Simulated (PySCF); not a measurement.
C₅H₁₂AlFO.

```xyz
20

Al    -0.0038    -1.4507     0.0000
F     -1.6718    -1.5931     0.0000
C      1.1197    -3.0264     0.0000
H      0.9202    -3.6532    -0.8854
H      0.9202    -3.6532     0.8854
H      2.1881    -2.7606     0.0000
O      0.6515     0.1129     0.0000
C      0.1245     1.4361     0.0000
C      1.3196     2.3923     0.0000
C     -0.7287     1.6329    -1.2598
C     -0.7287     1.6329     1.2598
H      0.9908     3.4431     0.0000
H      1.9423     2.2183    -0.8907
H      1.9423     2.2183     0.8907
H     -0.1220     1.4473    -2.1601
H     -1.1284     2.6574    -1.3187
H     -1.5793     0.9327    -1.2584
H     -0.1220     1.4473     2.1601
H     -1.5793     0.9327     1.2584
H     -1.1284     2.6574     1.3187
```
Charge 0, spin multiplicity 1.

Coordinates come from a B3LYP-D3(BJ)/def2-SVP optimisation. The values are those of a single conformer.

The numbers are results of KT2/pcSseg-1 (PySCF), not measurements. Non-relativistic, no solvent.

Computed absolute GIAO shielding of each atom: isotropic value and principal components (ppm):
```json
[
 {"atom": "Al1", "σ(iso)": "440.6", "σ11": "377.3", "σ22": "407.3", "σ33": "537.3", "span": "160.1"},
 {"atom": "F2", "σ(iso)": "305.0", "σ11": "217.5", "σ22": "297.9", "σ33": "399.6", "span": "182.1"},
 {"atom": "C3", "σ(iso)": "201.5", "σ11": "198.7", "σ22": "199.1", "σ33": "206.8", "span": "8.1"},
 {"atom": "H4", "σ(iso)": "31.5", "σ11": "26.7", "σ22": "28.4", "σ33": "39.3", "span": "12.5"},
 {"atom": "H5", "σ(iso)": "31.5", "σ11": "26.7", "σ22": "28.4", "σ33": "39.3", "span": "12.5"},
 {"atom": "H6", "σ(iso)": "31.6", "σ11": "26.2", "σ22": "29.4", "σ33": "39.1", "span": "12.9"},
 {"atom": "O7", "σ(iso)": "184.4", "σ11": "112.7", "σ22": "184.3", "σ33": "256.3", "span": "143.5"},
 {"atom": "C8", "σ(iso)": "107.7", "σ11": "85.4", "σ22": "88.6", "σ33": "149.0", "span": "63.7"},
 {"atom": "C9", "σ(iso)": "150.8", "σ11": "133.5", "σ22": "135.2", "σ33": "183.6", "span": "50.0"},
 {"atom": "C10", "σ(iso)": "147.6", "σ11": "124.8", "σ22": "135.2", "σ33": "182.9", "span": "58.2"},
 {"atom": "C11", "σ(iso)": "147.6", "σ11": "124.8", "σ22": "135.2", "σ33": "182.9", "span": "58.2"},
 {"atom": "H12", "σ(iso)": "30.1", "σ11": "26.6", "σ22": "27.8", "σ33": "36.0", "span": "9.4"},
 {"atom": "H13", "σ(iso)": "29.8", "σ11": "26.9", "σ22": "27.9", "σ33": "34.7", "span": "7.8"},
 {"atom": "H14", "σ(iso)": "29.8", "σ11": "26.9", "σ22": "27.9", "σ33": "34.7", "span": "7.8"},
 {"atom": "H15", "σ(iso)": "29.8", "σ11": "27.3", "σ22": "27.8", "σ33": "34.3", "span": "7.0"},
 {"atom": "H16", "σ(iso)": "29.9", "σ11": "26.3", "σ22": "27.4", "σ33": "35.9", "span": "9.7"},
 {"atom": "H17", "σ(iso)": "29.6", "σ11": "26.3", "σ22": "29.3", "σ33": "33.1", "span": "6.8"},
 {"atom": "H18", "σ(iso)": "29.8", "σ11": "27.3", "σ22": "27.8", "σ33": "34.3", "span": "7.0"},
 {"atom": "H19", "σ(iso)": "29.6", "σ11": "26.3", "σ22": "29.3", "σ33": "33.1", "span": "6.8"},
 {"atom": "H20", "σ(iso)": "29.9", "σ11": "26.3", "σ22": "27.4", "σ33": "35.9", "span": "9.7"}
]
```
